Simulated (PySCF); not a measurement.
Si(H)(F)(Br)(vinyl) (C₂H₄BrFSi), SMILES C=C[SiH](F)Br.

The structure is a stationary point at B3LYP-D3(BJ)/def2-SVP. The structure was generated by enumeration, and PubChem lists no compound with its InChIKey, so it may never have been made. The values are those of a single conformer.

Computed with PBE/def2-TZVP (PySCF).

Isolated molecule, no solvent.

```yaml
total_energy: -3041.54872 hartree
highest_occupied_level: -7.16 eV
lowest_empty_level: -2.13 eV
orbital_gap: 5.03 eV
dipole_moment: 2.07 D
quadrupole, principal values (traceless, Buckingham form, about the centre of nuclear charge): -4.08, -1.26, 5.34 D·Å
mean_static_polarisability: 69.3 bohr³ (10.27 Å³)
polarisability_principal_values: 56.2, 59.8, 91.9 bohr³
```
